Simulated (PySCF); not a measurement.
dimethyl selenide (C2H6Se), singlet, geometry from GFN2-xTB. Base run: HF/6-31G* run with PySCF.

PySCF was given this input:
```python
from pyscf import gto, scf, solvent

mol = gto.Mole()
mol.atom = '''
    C     1.438824   -0.281611    0.811738
    Se    0.012080    0.131380   -0.455689
    C    -1.480638   -0.173158    0.765615
    H     1.327818   -1.307959    1.153658
    H     2.385422   -0.162351    0.292673
    H     1.383752    0.408835    1.650113
    H    -1.456910   -1.204510    1.109664
    H    -2.398935    0.015381    0.217087
    H    -1.400977    0.512284    1.606118
'''
mol.basis = '6-31g*'
mol.charge = 0
mol.spin = 0
mol.verbose = 4
mol.build()

mf = scf.RHF(mol)
mf.kernel()
```

Variants of this job, named by their change:

```
change                                                   ΔE vs base (kcal/mol)  dipole (D)  HOMO-LUMO gap (eV)
-------------------------------------------------------  ---------------------  ----------  ------------------
base                                                                     0.000        1.80               12.87
model = IEF-PCM; solvent = methanol; vdw_scale = 1.1                     -4.49        2.50               13.08
model = ddCOSMO; solvent = methanol                                      -2.65        2.32               13.01
model = COSMO; solvent = methanol                                        -3.45        2.40               13.01
model = IEF-PCM; solvent = acetonitrile                                  -3.47        2.40               13.01
model = IEF-PCM; solvent = methanol; lebedev_order = 41                  -3.46        2.40               13.01
model = IEF-PCM; solvent = methanol                                      -3.45        2.40               13.01
model = C-PCM; solvent = methanol                                          ___         ___                 ___
model = SS(V)PE; solvent = methanol                                      -3.42        2.39               13.01
model = IEF-PCM; solvent = methanol; r_probe = 0.5                       -1.53        2.15               12.92
model = IEF-PCM; solvent = methanol; vdw_scale = 1.0                       ___         ___                 ___
model = IEF-PCM; solvent = methanol; vdw_scale = 1.4                       ___         ___                 ___
```

Q: Fill in the missing entries.

A: 
- model = C-PCM; solvent = methanol, ΔE vs base (kcal/mol): -3.51
- model = C-PCM; solvent = methanol, dipole (D): 2.41
- model = C-PCM; solvent = methanol, HOMO-LUMO gap (eV): 13.02
- model = IEF-PCM; solvent = methanol; vdw_scale = 1.0, ΔE vs base (kcal/mol): -5.75
- model = IEF-PCM; solvent = methanol; vdw_scale = 1.0, dipole (D): 2.59
- model = IEF-PCM; solvent = methanol; vdw_scale = 1.0, HOMO-LUMO gap (eV): 13.16
- model = IEF-PCM; solvent = methanol; vdw_scale = 1.4, ΔE vs base (kcal/mol): -2.03
- model = IEF-PCM; solvent = methanol; vdw_scale = 1.4, dipole (D): 2.22
- model = IEF-PCM; solvent = methanol; vdw_scale = 1.4, HOMO-LUMO gap (eV): 12.94

The base is the gas phase, so ΔE is the electrostatic part of solvation at a fixed geometry, without cavity and dispersion terms.
